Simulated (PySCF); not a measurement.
3,3-difluoro-2-methylprop-1-ene (C4H6F2), SMILES C=C(C)C(F)F.

Coordinates come from a PBE0-D3(BJ)/def2-SVP optimisation. Other conformers were not sampled.

Two levels are set side by side: TDA-PBE/def2-SVPD (PySCF) and TDA-PBE0/def2-SVPD (PySCF). Vertical, same geometry. The lowest singlet is HOMO−1→LUMO 77 %, HOMO→LUMO+1 15 % with PBE and HOMO→LUMO+1 65 %, HOMO→LUMO 31 % with the other functional; states are paired by order. Differences are taken from unrounded values.

```
quantity                               TDA-PBE0
-------------------------------------  --------
lowest singlet excitation (eV)             7.32
lowest triplet excitation (TDA) (eV)       4.25
first bright state (f over 0.05) (eV)      7.32
its oscillator strength                    0.12
```

Problem. What does TDA-PBE give, and how far is it from TDA-PBE0? (An estimate is asked for; the answer gives what the named calculation found.)

Solution. 
```json
[
 {"quantity": "lowest singlet excitation (eV)", "TDA-PBE": "6.68", "TDA-PBE minus TDA-PBE0": "-0.64"},
 {"quantity": "lowest triplet excitation (TDA) (eV)", "TDA-PBE": "4.36", "TDA-PBE minus TDA-PBE0": "0.12"},
 {"quantity": "first bright state (f over 0.05) (eV)", "TDA-PBE": "7.38", "TDA-PBE minus TDA-PBE0": "0.06"},
 {"quantity": "its oscillator strength", "TDA-PBE": "0.19", "TDA-PBE minus TDA-PBE0": "0.07"}
]
```

Functionals without exact exchange tend to place singlet excitations lower, as here. Differences between two approximate levels are no errors against the true value.

Rough cost on one machine, each run with all the roots and properties that it gave: TDA-PBE0 against TDA-PBE about 3 times.
